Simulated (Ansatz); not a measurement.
Consider the silylene formation by 1,1-elimination: `O[SiH]([SiH3])[SiH2]S` → `O[SiH]` + `[SiH3][SiH2]S`.

Computed with Ansatz on PBE0-D4/def2-TZVP structures; ΔE is electronic, products minus reactants. CCSD(T)/CBS is the MP2 limit (def2-TZVPP, def2-QZVPP) plus CCSD(T) − MP2 in def2-TZVPP, frozen cores. This one scheme is used for every species. Functionals use def2-TZVPP. One conformer a species, not always the lowest.

`O[SiH]([SiH3])[SiH2]S`:

```xyz
13

O    -1.875   -0.576   -0.050
Si   -0.339   -0.344    0.523
Si   -0.310    1.571    1.863
Si    1.049   -0.221   -1.363
S     0.240   -1.685   -2.731
H    -1.922   -1.051   -0.887
H     0.129   -1.519    1.324
H     1.074    1.755    2.380
H    -1.240    1.447    3.018
H    -0.683    2.767    1.062
H     2.493   -0.465   -1.102
H     0.899    1.057   -2.107
H     0.486   -2.736   -1.930
```

`O[SiH]`:

Z-matrix (Å, degrees):
```
O
Si 1 1.657
H 1 0.961 2 114.2
H 2 1.532 1 94.4 3 180.0
```

`[SiH3][SiH2]S`:

Cartesian coordinates in Å:
```
Si 1.200 -0.949 -0.258
Si -0.467 0.690 -0.194
S -1.730 0.194 1.465
H 1.966 -0.944 1.016
H 2.128 -0.667 -1.385
H 0.588 -2.289 -0.454
H 0.131 2.041 -0.019
H -1.243 0.698 -1.465
H -2.574 1.226 1.294
```

| level | ΔE (kcal/mol) |
| --- | --- |
| PBE-QIDH | 47.0 |
| revPBE | 39.2 |
| BHLYP | 40.9 |
| MP2/def2-QZVPP | 45.2 |

(1) What does CCSD(T)/CBS give? (Best estimate.)

Largest T1 diagnostic among the species: 0.016.

Results:

(1) Computed: +43.1 kcal/mol. The listed levels differ from it by 3.9, -3.9, -2.2, 2.1 kcal/mol.

In def2-TZVPP, CCSD(T) changes the Hartree–Fock value by +3.8 kcal/mol (the triples alone add +0.9 kcal/mol) and MP2 by +6.6 kcal/mol. The D4 term adds +4.4 kcal/mol with B3LYP and +2.5 kcal/mol with PBE0; it sums over pairs of atoms, weighted by their polarisabilities, and B3LYP, whose exchange is more repulsive, gets the larger term.

CCSD(T)/CBS has its own doubt, a few kJ/mol and more with outer-core shells, so smaller differences from it don't rank the levels.

B3LYP here is the variant with VWN-RPA as its local correlation; programs differ in this.
